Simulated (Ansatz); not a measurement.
Consider the redistribution: `[BH2][GaH][SiH3]` + `C[SiH2]C(O)F` → `[F][GaH][SiH3]` + `BC(O)[SiH2]C`.

Computed with Ansatz on PBE0-D4/def2-TZVP structures; ΔE is electronic, products minus reactants. CCSD(T)/CBS is the MP2 limit (def2-TZVPP, def2-QZVPP) plus CCSD(T) − MP2 in def2-TZVPP, frozen cores. DFT in def2-TZVPP. B3LYP here is the variant with VWN-RPA as its local correlation; programs differ in this. For Ga outer-core shells are correlated without core-valence functions, which leaves a few kJ/mol of doubt a bond. Scalar relativity is left out up to krypton. One conformer a species, not always the lowest.

`[BH2][GaH][SiH3]`:

Cartesian coordinates in Å:
```
B -0.678 1.886 -0.921
Ga 0.384 0.729 0.410
Si 0.255 -1.692 0.409
H -0.240 2.180 -1.997
H -1.791 2.264 -0.685
H 1.344 1.333 1.505
H 1.606 -2.276 0.169
H -0.664 -2.243 -0.626
H -0.216 -2.181 1.736
```

`C[SiH2]C(O)F`:

```xyz
12

C     0.409    1.699    0.018
Si   -0.545    0.270    0.739
C    -0.003   -1.352   -0.120
O    -0.185   -1.219   -1.481
F     1.354   -1.569    0.155
H     0.221    1.774   -1.055
H     0.120    2.641    0.488
H     1.480    1.552    0.169
H    -2.011    0.415    0.533
H    -0.283    0.100    2.192
H    -0.515   -2.242    0.272
H    -0.042   -2.069   -1.911
```

`[F][GaH][SiH3]`:

```xyz
7

F     1.136   -0.843    2.118
Ga    0.508   -1.138    0.494
Si   -0.439    0.833   -0.509
H     0.702   -2.624    0.043
H     0.621    1.866   -0.665
H    -1.015    0.533   -1.847
H    -1.512    1.374    0.367
```

`BC(O)[SiH2]C`:

Z-matrix (Å, degrees):
```
C
O 1 1.416
Si 1 1.941 2 109.2
B 1 1.517 2 116.9 3 -111.9
H 1 1.101 2 113.1 3 113.4
H 2 0.961 1 108.9 3 -57.9
C 3 1.866 1 113.3 2 -71.6
H 3 1.493 1 102.5 2 46.7
H 3 1.487 1 110.4 2 162.2
H 4 1.195 1 121.7 2 14.2
H 4 1.199 1 117.7 2 -172.1
H 7 1.092 3 111.3 1 -70.9
H 7 1.092 3 110.7 1 168.8
H 7 1.092 3 110.1 1 49.1
```

```json
{"level": "PBE0-D4", "ΔE (kJ/mol)": "-178.7", "difference from CCSD(T)/CBS": "3.0"}
{"level": "ωB97X-V", "ΔE (kJ/mol)": "-178.5", "difference from CCSD(T)/CBS": "3.2"}
{"level": "PBE", "ΔE (kJ/mol)": "-176.8", "difference from CCSD(T)/CBS": "4.9"}
{"level": "B3LYP", "ΔE (kJ/mol)": "-177.7", "difference from CCSD(T)/CBS": "4.0"}
{"level": "CCSD/def2-TZVPP", "ΔE (kJ/mol)": "-178.5", "difference from CCSD(T)/CBS": "3.2"}
{"level": "CCSD(T)/def2-TZVPP", "ΔE (kJ/mol)": "-181.3", "difference from CCSD(T)/CBS": "0.4"}
{"level": "HF/def2-QZVPP", "ΔE (kJ/mol)": "-173.8", "difference from CCSD(T)/CBS": "7.9"}
{"level": "MP2/def2-QZVPP", "ΔE (kJ/mol)": "-197.3", "difference from CCSD(T)/CBS": "-15.6"}
{"level": "SCS-MP2/def2-QZVPP", "ΔE (kJ/mol)": "-191.4", "difference from CCSD(T)/CBS": "-9.7"}
{"level": "MP2/CBS(def2)", "ΔE (kJ/mol)": "-196.4", "difference from CCSD(T)/CBS": "-14.7"}
{"level": "CCSD(T)/CBS", "ΔE (kJ/mol)": "-181.7", "difference from CCSD(T)/CBS": "0"}
```

Largest T1 diagnostic among the species: 0.014.

In def2-TZVPP, CCSD(T) changes the Hartree–Fock value by −10.6 kJ/mol (the triples alone add −2.8 kJ/mol) and MP2 by −25.3 kJ/mol. The D4 term adds −3.8 kJ/mol with B3LYP and −2.0 kJ/mol with PBE0; it sums over pairs of atoms, weighted by their polarisabilities, and B3LYP, whose exchange is more repulsive, gets the larger term.
